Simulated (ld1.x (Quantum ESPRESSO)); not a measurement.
**PBEsol TM dataset for calcium, scalar-relativistic all-electron reference.**

ld1.x (Quantum ESPRESSO) 7.5 input, shortened:

```
&input
   title='Ca', zed=20., rel=1, dft='PBESOL', iswitch=3,
   config='[Ar] 3d0 4s1 4p0 4f-2'
 /
 &inputp
   pseudotype=2, tm=.true., lloc=0,
   nlcc=.false.
 /
4
3P  2  1   6.00   0.00  1.40  1.40  0.0
3D  3  2   0.00   0.00  3.20  3.20  0.0
4F  4  3  -2.00   0.25  2.95  2.95  0.0
4S  1  0   1.00   0.00  2.50  2.50  0.0
 &test
   configts(1)='3p6 3d0 4s1 4p0'
 /
```

All-electron outer shells of the reference configuration (PBEsol, scalar-relativistic, ld1.x):

```
shell  level (eV)  outermost node (bohr)  outermost maximum (bohr)
   3s      -53.87                   0.45                      0.99
   3p      -34.83                   0.42                      1.04
   4s       -8.94                   1.42                      3.17
   3d       -8.34                      –                      1.24
   4p       -5.91                   1.60                      3.83
```

Q: Does the generator finish with these settings?

A: Yes, a potential is produced.

Q: Estimate the cutoffs (Ry, on a coarse ladder) from which the occupation-weighted sum of valence levels, in a spherical-Bessel basis at the reference potential, stays within 10 and 1 mRy of its value at 400 Ry.

A: 45 Ry and 70 Ry.

Q: Does the potential have ghost states?

A: No extra level below or beside the all-electron valence levels (p, d, f, s tested).

Q: Which valence shell sets the plane-wave cutoff?

A: 3p: its level needs 50 Ry to come within 1 mRy, against 18 Ry for 4s.

Q: Tests: 3p6 3d0 4s2 4p0; 3p6 3d0 4s0 4p0; 3p6 3d0 4s1.5 4p0; 3p6 3d1 4s1 4p0; 3p6 3d0 4s0 4p1; 3p6 3d1 4s0 4p0; 3p5 3d0 4s2 4p0. Which has the largest error in its energy relative to the reference configuration, and how large is it?

A: 3p6 3d0 4s0 4p1, with -627 meV (all-electron minus pseudo) on +3.02 eV.
